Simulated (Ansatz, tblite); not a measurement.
Forces on the cluster Au₂F₂⁻ at its r2SCAN-D4/def2-TZVPD geometry. The state is a doublet with charge -1.

In the def2 sets Au takes a core potential; there is no spin–orbit coupling. The xTB rows come from tblite. Another isomer (doublet) lies 0.19 eV lower at PBE-D4/def2-TZVPD; other spin states weren't run for this one.

GFN1-xTB (tblite), largest force 0.22 eV/Å:

```xyz
4
positions Å, forces eV/Å
Au   -0.072   -0.248    0.558    0.000    0.001   -0.001
Au    0.240    0.824   -1.855    0.007    0.025   -0.057
F     1.635    0.475    1.210    0.185    0.071    0.090
F    -1.803   -1.051    0.088   -0.192   -0.097   -0.033
```

GFN2-xTB (tblite), largest force 0.75 eV/Å:

```
Au 0.088 0.302 -0.680
Au -0.013 -0.045 0.101
F 0.225 -0.012 0.375
F -0.300 -0.245 0.203
```

PBE-D4/def2-TZVPD (Ansatz), largest force 0.39 eV/Å:

```
Au -0.017 -0.056 0.128
Au 0.029 0.100 -0.224
F 0.332 0.129 0.159
F -0.344 -0.172 -0.062
```
